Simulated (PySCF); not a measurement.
SbO: energy against distance

Set-up: Sb aug-cc-pVDZ-PP with ECP28, O aug-cc-pVDZ; scalar-relativistic core potentials (PySCF 2.14). Energies in eV from Sb + O in their ground configurations at the same level. All curves are PBE0. state 1: ²Π (doublet), unpaired electrons π ↑; state 2: ⁴Π (quartet), unpaired electrons π ↑↑↑, a second solution, started from another occupation; state 3: sextet, unpaired electrons σ ↑↑, π ↑↑↑, a second solution, started from another occupation.

| R (Å) | state 1 | state 2 | state 3 |
| --- | --- | --- | --- |
| 1.582 | -1.792 | 2.326 | 9.2321 |
| 1.656 | -2.861 | 0.625 | 7.3754 |
| 1.730 | -3.438 | -0.541 | 5.9831 |
| 1.785 | -3.636 | -1.151 | 5.1588 |
| 1.840 | -3.685 | -1.587 | 4.4746 |
| 1.895 | -3.621 | -1.884 | 3.8987 |
| 1.969 | -3.417 | -2.114 | 3.2595 |
| 2.061 | -3.098 | -2.208 | 2.6149 |
| 2.171 | -2.699 | -2.129 | 2.0069 |
| 2.318 | -2.177 | -1.837 | 1.4004 |

Q: Put a parabola through the three lowest points of the state 2 curve and estimate Re, k and ωe (reduced mass 14.13 u; 1 eV/Å² = 0.16022 mdyn/Å; ωe = 1302.8·√(k/μ) cm⁻¹).

A: Through R = 1.969, 2.061, 2.171 Å the second-order coefficient is 8.61 eV/Å², so Re ≈ 2.074 Å, k ≈ 2.76 mdyn/Å and ωe ≈ 576 cm⁻¹. A polynomial fit of higher order to the unrounded PBE0 energies gives Re = 2.066 Å, k = 2.70 mdyn/Å, ωe = 569 cm⁻¹; anharmonicity and rounding make the difference.

The higher-order fit for each curve: state 2: Re = 2.066 Å, ωe = 569 cm⁻¹, minimum 2.21 eV below the ground-state fragments. State 1 gave no clean fit. State 3 gave no clean fit.

⟨S²⟩ of the unrestricted solution departs from its pure value on part of the curve, where spin states mix. Spin–orbit coupling is left out, which matters for elements this heavy, above all for dissociation energies. The state is the lowest determinant that a PBE0 search found; another state may lie lower at other levels.
